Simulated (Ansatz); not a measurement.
Program: Ansatz. Geometries: PBE0-D4/def2-TZVP. ΔE: electronic, gas phase. CBS: MP2 limit from def2 TZ/QZ plus the TZ coupled-cluster correction, frozen cores. This one scheme is used for every species. DFT in def2-TZVPP. For Ga outer-core shells are correlated without core-valence functions, which leaves a few kJ/mol of doubt a bond. Scalar relativity is left out up to krypton. One conformer a species, not always the lowest.

`O[B](Cl)[GaH2]` + `BS` → `BSB(O)Cl` + `[GaH3]`  (cleavage of the B–Ga bond)

CCSD(T)/CBS gives -0.46 eV.

Q: Another level gave -0.47 eV. Which?
A. SCS-MP2/def2-TZVPP
B. B97M-V/def2-TZVPP
C. PBE/def2-TZVPP
D. revPBE-D4/def2-TZVPP

A: D. revPBE-D4 -0.47, PBE -0.41, SCS-MP2/def2-TZVPP -0.52, B97M-V -0.62 eV.

Largest T1 diagnostic among the species: 0.015.

From BLYP to BHLYP (50 % exact exchange), in def2-TZVPP and without D4, ΔE moves by −0.12 eV. Leaving LDA and LC-ωPBE aside and taking each functional with its dispersion term where it has one, the values, not all of them listed here, spread over 0.19 eV, from B97M-V to BLYP-D4. LDA lies −0.08 eV from PBE without D4. At CCSD(T), def2-SVP lies −0.10 eV from the extrapolated value and def2-TZVPP −0.01 eV.
